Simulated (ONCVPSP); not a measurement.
# Configuration tests for sulfur (S) (ONCV)

ONCVPSP 4.0.1 input, shortened (lines: element, Z, core and valence counts, functional; n l f; lmax; l rc ep ncon nbas qcut; lloc lpopt rc5 dvloc0; l nproj debl; icmod fcfact rcfact), PBE, scalar-relativistic:

```
  S 16.00    3    2        4      upf
    1    0    2.00
    2    0    2.00
    2    1    6.00
    3    0    2.00
    3    1    3.00
    2
    0    1.40    0.00    4    9    4.60
    1    1.60    0.00    5    9    6.10
    2    1.40    0.12    3    8    6.00
    4    4    0.90    0.00
    0    2    1.20
    1    1    2.90
    2    2    1.90
    3    2.75    1.10
```

Energies are relative to the spin-unpolarised reference configuration 3s2 3p3; without spin polarisation the order of configurations can differ from experiment.

Problem. Give the all-electron excitation energy and the error of the potential for: 3s2 3p4; 3s2 3p2; 3s2 3p1; 3s1 3p5.

Solution.

```csv
valence configuration,charge,ΔE all-electron (eV),error AE − PS (meV)
3s2 3p4,0,-11.769,+3.8
3s2 3p2,+2,22.284,+5.6
3s2 3p1,+3,56.325,+36
3s1 3p5,0,-1.458,+0.5
```

Levels in the configuration 3s2 3p2:

| level | all-electron (eV) | pseudo (eV) |
| --- | --- | --- |
| 3s | -39.396 | -39.378 |
| 3p | -27.979 | -27.963 |
